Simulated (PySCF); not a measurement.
C₆ coefficients of unlike pairs at PBE

Calculated with PySCF 2.14 from the dipole response of each species, C₆(A,B) = (3/π) ∫ α_A(iu) α_B(iu) du, in atomic units, from isotropic polarisabilities. For ions this is the dispersion term alone; charge-induced terms of lower order in 1/R come first.

| species | configuration | basis | relativity | α (bohr³) | C₆ (like pair) |
| --- | --- | --- | --- | --- | --- |
| Ge²⁺ | [Ar] 3d10 4s2 (1S) | aug-cc-pVQZ-PP with ECP10MDF (7s6p5d3f2g) | core potential | 10.26 | 38.72 |
| F | [He] 2s2 2p5 (2P) | def2-QZVPPD (8s5p4d2f1g) | none | 4.155 | 11.28 |
| Re³⁺ | [Xe] 4f14 5d4 (5D) | x2c-TZVPPall with one added diffuse shell each of s, p, d, f type (12s8p8d4f1g) | spin-free X2C | 7.515 | 39.84 |
| Mg²⁺ | [Ne] (1S) | aug-cc-pVTZ-DK (6s5p3d2f) | spin-free X2C | 0.2931 | 0.1602 |

(1) Estimate C₆ for F with Ge²⁺.

No spin-orbit coupling is included.

The other pairs:

```json
{"pair": "Mg²⁺, F", "C₆": "1.228"}
{"pair": "Re³⁺, F", "C₆": "21.16"}
{"pair": "Mg²⁺, Re³⁺", "C₆": "2.365"}
{"pair": "Mg²⁺, Ge²⁺", "C₆": "1.961"}
{"pair": "Re³⁺, Ge²⁺", "C₆": "37.25"}
```

## Answers

(1) The integral gives 20.13. The combination rule 2 C_A C_B / (C_A α_B/α_A + C_B α_A/α_B) gives 20.07 and the geometric mean 20.90.
